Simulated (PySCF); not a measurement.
Compound: C₃H₅FSSi.
Numbering: `[F:1][Si@H:2]1[CH:3]=[CH:4][S:5][CH2:6]1` (hydrogens: H7 on Si2; H8 on C3; H9 on C4; H10, H11 on C6)

Computed by this run: PySCF, PBE0-D3(BJ)/def2-SVP geometry optimisation, gas phase; density fitting, grid level 1; the optimiser is geomeTRIC in internal coordinates, started from a GFN2-xTB structure with every atom displaced at random (about 0.01 Å).

Step 0: E = -24600.0644 eV
```
atom  x, y, z in Å  |  force x, y, z in eV/Å
F1     -1.3517   -1.6032   -0.8410   -0.509  -0.509  -0.600
Si2    -0.4552   -0.8334    0.2443    0.609   1.583  -0.423
C3      1.2429   -0.4440   -0.3764    0.834   0.400   0.031
C4      1.5728    0.8783   -0.4558   -3.323  -1.769   0.979
S5      0.3691    2.0728   -0.0462   -0.053   0.484   0.020
C6     -1.0380    0.9895    0.3742    1.052  -0.359   0.454
H7     -0.6106   -1.5993    1.4656    0.025  -0.382   0.639
H8      2.0291   -1.1529   -0.6352    0.046  -0.250  -0.033
H9      2.4799    1.2852   -0.7580    2.073   0.731  -0.692
H10    -1.8350    1.2169   -0.3127   -0.686   0.056  -0.583
H11    -1.3690    1.2616    1.3811   -0.067   0.013   0.209
```

Step 1: E = -24600.1889 eV
```
atom  x, y, z in Å  |  force x, y, z in eV/Å
F1     -1.3852   -1.5623   -0.9095    0.354   0.157   0.095
Si2    -0.4279   -0.8064    0.1892   -0.487  -0.058   0.305
C3      1.3019   -0.4484   -0.3038   -0.479  -0.612  -0.245
C4      1.4862    0.8732   -0.4605    1.513   0.289  -0.257
S5      0.3207    2.1074   -0.1173   -0.055  -0.123   0.000
C6     -1.0209    0.9859    0.3922   -0.265   0.313  -0.238
H7     -0.6310   -1.5867    1.4433    0.035  -0.056  -0.068
H8      2.1007   -1.1549   -0.5606   -0.086   0.162   0.096
H9      2.4933    1.2217   -0.7957   -0.708   0.196   0.169
H10    -1.8880    1.2070   -0.2621    0.113  -0.175   0.169
H11    -1.3153    1.2351    1.4248    0.064  -0.093  -0.028
```

Step 2: E = -24600.2252 eV
```
atom  x, y, z in Å  |  force x, y, z in eV/Å
F1     -1.3690   -1.5673   -0.9068    0.146   0.048   0.023
Si2    -0.4492   -0.8042    0.2083   -0.134   0.113   0.072
C3      1.2710   -0.4365   -0.3172    0.414  -0.102  -0.276
C4      1.5454    0.8816   -0.4657   -0.344  -0.536   0.175
S5      0.3360    2.0832   -0.1247   -0.133   0.428   0.030
C6     -1.0289    0.9861    0.3880    0.107   0.147  -0.107
H7     -0.6361   -1.6013    1.4523    0.046  -0.029  -0.044
H8      2.0529   -1.1571   -0.5627    0.061  -0.093   0.045
H9      2.5248    1.2642   -0.7940   -0.242   0.037   0.059
H10    -1.8984    1.1879   -0.2586    0.028  -0.016   0.006
H11    -1.3141    1.2352    1.4211    0.051   0.002   0.017
```

Question: Estimate the geometry and energy of step 3. (The exact step hangs on the optimiser's Hessian estimate; all steps are aligned on step 2, rigid shifts and turns removed.)

Answer: E = -24600.2503 eV, largest force 0.429 eV/Å
```
atom  x, y, z in Å  |  force x, y, z in eV/Å
F1     -1.3453   -1.5570   -0.9109   -0.040  -0.010  -0.054
Si2    -0.4450   -0.7935    0.2133    0.026   0.004   0.006
C3      1.2816   -0.4680   -0.3284   -0.044   0.427   0.003
C4      1.5203    0.8614   -0.4518   -0.128  -0.374  -0.008
S5      0.3326    2.0961   -0.1288   -0.047  -0.059   0.032
C6     -1.0263    1.0030    0.3840    0.077  -0.012   0.034
H7     -0.6246   -1.6045    1.4473   -0.012   0.010   0.023
H8      2.0681   -1.1857   -0.5671    0.052  -0.015   0.023
H9      2.4755    1.2767   -0.7782    0.187   0.034  -0.055
H10    -1.8978    1.1935   -0.2582   -0.064  -0.002  -0.036
H11    -1.3047    1.2496    1.4188   -0.006  -0.002   0.033
```

The energy changes by -0.0251 eV. The first-order estimate −F·Δx gives -0.0645 eV and the mean of the old and new forces, exact on a quadratic surface, -0.0253 eV. The step makes an angle of 47° with the force vector and moves no atom by more than 0.053 Å.

What follows is the cost of the whole optimisation. Hardware: one thread, Arm Neoverse V1 (aarch64), shared host with 32 logical CPUs at a one-minute load of 29. Cost: 58 s wall, 0.49 GiB resident at most.
